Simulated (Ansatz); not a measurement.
The same path of BCl2F + H2 (6 atoms, charge 0, multiplicity 1) was run twice with different band settings. Lost on the way: B1–F2, H5–H6. Made: B1–H5, F2–H6.

Theory: RKS PBE0-D4/def2-SVP in Ansatz.

Relaxed end points:

```xyz
6
Properties=species:S:1:pos:R:3
B -0.003 0.514 -0.080
F -0.005 0.801 1.200
Cl 1.517 0.369 -0.919
Cl -1.522 0.299 -0.906
H 0.063 -2.450 0.823
H 0.062 -2.059 1.476
```

```xyz
6
Properties=species:S:1:pos:R:3
B 0.016 -0.481 -0.546
F 0.017 -0.075 1.929
Cl 1.510 0.342 -0.901
Cl -1.516 0.277 -0.889
H 0.042 -1.634 -0.209
H 0.042 -0.955 2.209
```

Common settings: spring 5.0 eV/Å²; optimiser quadratic models (default); start path through a guess of the saddle point; force threshold 0.03 eV/Å; iteration limit 60; end points relaxed.

| run | movable images | climbing image |
| --- | --- | --- |
| 1 | 5 | yes |
| 2 | 8 | no |

Question: What does each run give, and how far can it be trusted?

Answer: Run 1: converged after 16 iterations, highest image 1.903 eV above the first end. A vibrational analysis at the climbing image gives one clearly imaginary mode, 1155i cm⁻¹: a first-order saddle point.
Run 2: converged after 35 iterations, highest image 1.743 eV above the first end. No image climbed, so the highest image needn't sit at the top of the path.
The orbitals stay closed-shell, which can raise the energy where a bond breaks towards radicals; this wasn't checked here.
